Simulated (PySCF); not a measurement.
Sn(F)(NH2)3 (FH₆N₃Sn), SMILES [Sn]([NH2])([NH2])([NH2])[F]. Coordinates come from a B3LYP-D3(BJ)/def2-SVP optimisation. The structure was generated by enumeration; whether it is a known compound was not checked. The def2 effective core potentials stand for the cores of Sn; spin–orbit coupling is left out. Other conformers were not sampled.

Q: Give the equilibrium geometry at B3LYP-D3(BJ)/def2-SVP (PySCF confirms it by a frequency run) as Cartesian coordinates in Å, and its point group. (The exact figures need the calculation; the answer reports its results.)

A: One answer among several that fit: point group C3.
```xyz
11

N      1.9307    -0.0190    -0.6595
Sn     0.0000     0.0000    -0.0192
N     -0.9489     1.6815    -0.6595
N     -0.9818    -1.6625    -0.6595
F      0.0000     0.0000     1.9456
H      2.5760    -0.3231     0.0706
H      2.2260     0.9077    -0.9701
H     -1.8991     1.4740    -0.9701
H     -1.0082     2.3924     0.0706
H     -0.3270    -2.3816    -0.9701
H     -1.5678    -2.0693     0.0706
```
